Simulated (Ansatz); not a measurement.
Isolated molecules relaxed with PBE0-D4/def2-TZVP in Ansatz; ΔE leaves out vibrations. CBS: MP2 limit from def2 TZ/QZ plus the TZ coupled-cluster correction, frozen cores. This one scheme is used for every species. DFT in def2-TZVPP. B3LYP here is the variant with VWN-RPA as its local correlation; programs differ in this. No spin–orbit coupling; open shells (•) take unrestricted orbitals. Each species was taken in one conformer, which may not be the lowest.

Consider the hydrogen abstraction from the Si–H bond: `F[SiH2]C[SiH3]` + `[SiH3]`• → `F[SiH2]C[SiH2]`• + SiH₄.

`F[SiH2]C[SiH3]`:

Z-matrix (Å, degrees):
```
Si
C 1 1.854
F 1 1.604 2 109.3
H 1 1.484 2 112.0 3 118.5
H 1 1.484 2 110.7 3 -118.3
Si 2 1.877 1 115.3 3 53.0
H 2 1.097 1 107.4 3 173.8
H 2 1.095 1 109.5 3 -70.4
H 6 1.488 2 109.9 1 52.6
H 6 1.485 2 110.5 1 -67.5
H 6 1.487 2 110.3 1 172.2
```

`[SiH3]`•:

Cartesian coordinates in Å:
```
Si -0.320 -0.106 0.012
H 0.287 -0.353 1.346
H -0.340 1.344 -0.311
H 0.374 -0.884 -1.047
```

`F[SiH2]C[SiH2]`•:

Cartesian coordinates in Å:
```
F -0.302 -2.138 0.947
Si 0.687 -1.270 0.031
C -0.227 0.198 -0.637
Si -1.015 1.312 0.657
H 1.825 -0.839 0.880
H 1.168 -2.158 -1.056
H 0.491 0.798 -1.214
H -0.996 -0.140 -1.339
H -0.018 1.707 1.691
H -1.612 2.530 0.040
```

SiH₄:

Cartesian coordinates in Å:
```
Si 0.000 0.000 0.000
H -1.030 -0.675 -0.829
H 0.516 1.189 -0.724
H 1.117 -0.942 0.265
H -0.603 0.428 1.288
```

Task: Is it downhill or uphill in electronic energy at CCSD(T)/CBS, and by how much? (An estimate is asked.)

Result: The calculation gave: Uphill: ΔE = +1.0 kcal/mol.

Task: What do these levels give: B3LYP-D4, ωB97X-V, ωB97M-V, B2PLYP, PBE, B3LYP, HF/def2-TZVPP, MP2/def2-TZVPP, SCS-MP2/def2-TZVPP, CCSD(T)/def2-TZVPP, HF/def2-QZVPP, MP2/CBS(def2)? (Best estimate.)

Result: Ansatz gave: B3LYP-D4 0.4, ωB97X-V 0.9, ωB97M-V 1.0, B2PLYP 0.8, PBE 0.4, B3LYP 0.6, HF/def2-TZVPP 1.0, MP2/def2-TZVPP 1.0, SCS-MP2/def2-TZVPP 1.0, CCSD(T)/def2-TZVPP 1.0, HF/def2-QZVPP 1.0, MP2/CBS(def2) 1.0 kcal/mol.

Largest T1 diagnostic among the species: 0.015.
